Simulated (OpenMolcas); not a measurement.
## N I: effect of the active space

```json
{
  "Program": "OpenMolcas 26.06",
  "Method": "SS-CASPT2 or its RAS form, IPEA 0.25 Eh, imaginary shift 0.1 Eh",
  "Basis": "ANO-R2",
  "Scalar Hamiltonian": "X2C, finite nucleus",
  "Spin-orbit coupling": "state interaction with AMFI integrals over the reference wave functions, term energies averaged over their components"
}
```

A. 3 electrons in 3 orbitals (2p); 2S+1 = 4 odd, 1 root; 2S+1 = 2 odd, 8 roots; closed shells correlated: 1s 2s; CASPT2 step about 1.1 core-seconds
B. 5 electrons in 4 orbitals (2s 2p); 2S+1 = 4 odd, 1 root; 2S+1 = 2 odd, 8 roots; 2S+1 = 4 even, 3 roots; closed shells correlated: 1s; CASPT2 step about 1.8 core-seconds
C. 5 electrons in 8 orbitals (2s 2p 3s 3p); 2S+1 = 4 odd, 1 root; 2S+1 = 2 odd, 8 roots; 2S+1 = 4 even, 3 roots; 2S+1 = 2 even, 9 roots; closed shells correlated: 1s; CASPT2 step roughly 10 core-seconds
D. 5 electrons in 9 orbitals (RAS2 2s 2p; RAS3 3d, at most 2 electrons); 2S+1 = 4 odd, 1 root; 2S+1 = 2 odd, 8 roots; 2S+1 = 4 even, 3 roots; 2S+1 = 2 even, 5 roots (0 in the spin-orbit step); closed shells correlated: 1s; CASPT2 step roughly 10 core-seconds

Energies in cm⁻¹ above 2s² 2p³ ⁴S°_3/2, the measured ground level; measured values from NIST Handbook of Basic Atomic Spectroscopic Data.

```tsv
Level	A	B	C	D	Measured
2s² 2p³ ⁴S°_3/2	0.0	0.0	0.0	0.0	0.0
2s² 2p³ ²D°_3/2	19630	19740	20040	19870	19233
2s² 2p³ ²D°_5/2	19630	19740	20050	19870	19224
2s² 2p³ ²P°_1/2	31080	29090	29310	29720	28839
2s² 2p³ ²P°_3/2	31080	29090	29320	29720	28839
```

Deviations, from unrounded energies. A percentage is the sum of absolute deviations over the sum of measured energies, with the sign that they share, or ± where signs differ.

```json
{"Against measurement": "mean absolute deviation (cm-1)", "Levels": "4", "A": "1300", "B": "380", "C": "650", "D": "760"}
{"Against measurement": "other terms of the ground configuration (%)", "Levels": "4", "A": "+5.5", "B": "+1.6", "C": "+2.7", "D": "+3.2"}
```

B lies closest to measurement on these levels and A furthest from it. The largest miss of B in the table is 2s² 2p³ ²D°_5/2, by +520 cm-1. The ranking rests on the paired levels alone, and a cruder setting can come out closer through cancelling errors.

Among A to D the level of the table that moves most is 2s² 2p³ ²P°_3/2, by 2000 cm-1 (lowest in B, highest in A). Moves below CASPT2's spread within the term are not significant.

CASPT2 breaks the degeneracy within a term, and the mean is taken; among the terms shown or strongly mixed into the levels shown the widest spread is 140 cm-1 (2s² 2p³ ²D°, B). With the s shell closed, the reference lacks s² → p² mixing (holds for A). The run also gave levels led by 2s² 2p² 3s, which use shells meant for correlation; these and all levels above them are left out (holds for C). Active for correlation alone: 3d; no level in the range computed is led by a configuration that fills it, so any true level of that kind is missing (holds for D). Measured partners are found by configuration, term and J. A level has none where our copy of the source lacks it or the pairing is in doubt (some pairs that miss far off the trend of their configuration count as doubtful), and it then counts in no deviation. Only configurations of the active space appear. Levels that lie high or do not pair safely by name in every column are left out.

° marks odd parity.
